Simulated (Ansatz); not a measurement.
In(H)(Et)(NH2) (C2H8InN), SMILES C[CH2][InH][NH2].

Geometry optimised at PBE0-D3(BJ)/def2-SVP. The structure was generated by enumeration; whether it is a known compound was not checked. The def2 effective core potentials stand for the cores of In; spin–orbit coupling is left out. The values are those of a single conformer.

Two levels are set side by side: PBE/def2-SVPD (Ansatz, a program for electronic structure) and PBE0/def2-SVPD (Ansatz). Energy differences of separate SCF runs at the same geometry; the states with an electron removed or added have multiplicity 2 and 2. Differences are taken from unrounded values.

| quantity | PBE0 |
|---|---|
| vertical ionisation energy (eV) | 8.81 |
| vertical singlet–triplet gap (eV) | 4.47 |

**Question.** What does PBE give, and how far is it from PBE0? (The exact figures need the calculation; the answer reports its results.)

**Answer.** 
```json
[
 {"quantity": "vertical ionisation energy (eV)", "PBE": "8.58", "PBE minus PBE0": "-0.23"},
 {"quantity": "vertical singlet–triplet gap (eV)", "PBE": "4.23", "PBE minus PBE0": "-0.24"}
]
```
